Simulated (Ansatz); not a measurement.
Species: C6H12 (charge 0, singlet). SMILES: C/C=C\C(C)C
Geometry from a B3LYP-D3(BJ)/def2-TZVP (Ansatz, an electronic-structure program) optimisation:
```
C
H 1 1.0922
C 1 1.5021 2 109.37
C 3 1.3308 1 128.21 2 -0.26
H 4 1.0866 3 117.34 1 -179.97
H 3 1.0884 4 117.53 5 0.00
C 4 1.4977 5 114.93 3 -179.97
H 7 1.0888 4 112.89 5 -179.99
H 7 1.0940 8 107.90 2 -122.54
H 7 1.0940 8 107.89 9 -114.74
C 1 1.5339 2 107.92 8 120.51
H 11 1.0910 1 111.12 2 -59.74
H 11 1.0923 12 108.36 1 -122.10
H 11 1.0932 12 107.84 13 -116.44
C 1 1.5340 2 107.92 8 -119.75
H 15 1.0910 1 111.12 2 59.72
H 15 1.0923 16 108.36 1 122.10
H 15 1.0932 16 107.83 17 116.45
```

Wanted: atomisation energy (electronic, to ground-state atoms); the coupled-cluster value holds the core correlation from cc-pwCVTZ, in kcal/mol. Valence correlation only, unless marked. Open shells are spin-unrestricted. Spin-orbit coupling is left out. No relativistic terms. CBS(X,Y): correlation extrapolated as X^-3; Hartree-Fock from the larger set.

Level to compare with: CCSD(T)/CBS(cc-pVTZ,cc-pVQZ) plus the core term (Ansatz), 1750.0 kcal/mol. It is a level with limits of its own, and the differences hold the functionals' basis error too.

Problem. Rank these functionals by how close they come to CCSD(T)/CBS(cc-pVTZ,cc-pVQZ), closest first: wB97X/def2-TZVPD (Ansatz); r2SCAN/def2-TZVPD (Ansatz); wB97M-V/def2-TZVPD (Ansatz); SVWN5/def2-TZVPD (Ansatz).

Solution. wB97M-V/def2-TZVPD (range-separated hybrid meta-GGA with VV10, 1746.7 kcal/mol, difference -3.3), r2SCAN/def2-TZVPD (meta-GGA, 1744.9 kcal/mol, difference -5.1), wB97X/def2-TZVPD (range-separated hybrid, 1742.5 kcal/mol, difference -7.5), SVWN5/def2-TZVPD (LDA, 1973.7 kcal/mol, difference 223.7)
